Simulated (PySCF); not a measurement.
La⁺: interval between two levels

La⁺ [Xe] 5d2 [3F4, M_J = 4] → La⁺ [Xe] 4f1 5d1 [3H6, M_J = 6], as a difference of total energies. Computed with PySCF 2.14 in x2c-TZVPall-2c (11s11p10d2f, 108 functions), with the two-component X2C-1e Hamiltonian. Correlated levels: [Ar] 3d10 frozen; the 18 highest virtual spinors dropped. "Screened" scales the spin-orbit matrix elements by Boettger's factors to mimic the two-electron term; Breit and QED terms are absent.

| method | interval between two levels (cm⁻¹) |
| --- | --- |
| GHF (screened spin-orbit) | 50297 |
| GMP2 (screened spin-orbit) | 54319 |

The labels give the starting determinants; with spin-orbit coupling the two ends relaxed to ⟨J²⟩ = 20.02, ⟨L²⟩ = 12.07, ⟨S²⟩ = 2.04 and ⟨J²⟩ = 42.04, ⟨L²⟩ = 30.07, ⟨S²⟩ = 2.04.
